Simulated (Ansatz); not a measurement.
System: boron monoxide dimer, B$_{2}$O$_{2}$, charge 0, multiplicity 1. 
Geometry from a B3LYP-D3(BJ)/def2-TZVP (Ansatz, a quantum-chemistry and plane-wave program) optimisation:
SMILES: O=BB=O
```xyz
4

O      0.0000     0.0000    -2.0159
B      0.0000     0.0000    -0.8179
B      0.0000     0.0000     0.8179
O      0.0000     0.0000     2.0159
```

Basis-set convergence of Hartree-Fock and MP2 correlation energies (hartree) with Ansatz. Valence correlation only, unless marked. Spin-orbit coupling is left out. No relativistic terms.

| basis | functions | E(HF) | E(corr, MP2) |
|---|---|---|---|
| cc-pVDZ | - | -199.20065 | -0.52177 |
| cc-pVTZ | 120 | -199.25524 | -0.64239 |
| cc-pVQZ | 220 | -199.26974 | -0.68970 |

Extrapolating the two largest sets (X = 3 and 4) as X^-3: E(corr) = (64·(-0.68970) - 27·(-0.64239))/37 = -0.7242 Eh, an estimate of the basis-set limit. The largest set recovers 95.2 % of it, the smallest 72.0 %.
